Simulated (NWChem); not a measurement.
Molecule: C₂H₃ClF₂Si; SMILES F[SiH2]/C=C(/F)Cl

```xyz
9

F     -0.4298     2.9828     0.0000
Si     0.4213     1.6085     0.0000
C     -0.8326     0.2310     0.0000
C     -0.5471    -1.0676     0.0000
F     -1.4606    -2.0355     0.0000
Cl     1.0658    -1.7299     0.0000
H      1.2695     1.5728     1.2166
H      1.2695     1.5728    -1.2166
H     -1.8943     0.4742     0.0000
```
Atoms are numbered in this order, from 1.

Level: B3LYP/6-31G* (spherical d) (NWChem), optimised geometry, unscaled harmonic frequencies. 

Question: List the harmonic frequencies with IR intensities, and the thermochemistry.

Answer: 
```csv
frequency (cm⁻¹),IR intensity (km/mol)
26,2.2
104,2.1
179,0.1
228,4.2
391,9.3
439,1.2
536,0.6
637,41.1
655,45.9
729,10.8
815,77.2
838,54.2
878,13.3
942,425.7
987,101.1
1160,128.7
1232,85.1
1707,306.3
2277,86.2
2281,174.5
3178,1.9
```

```json
{
  "zero_point_energy": "28.9 kcal/mol",
  "thermal correction to the enthalpy at 298.15 K (with zero-point energy)": "33.9 kcal/mol",
  "heat capacity Cv": "23.3 cal/(mol K)",
  "entropy at 298.15 K and 1 atm (symmetry number 1)": "87.0 cal/(mol K)",
  "dipole_moment": "0.42 D"
}
```

Rigid rotor and harmonic oscillator; modes under 100 cm⁻¹ make the entropy uncertain.
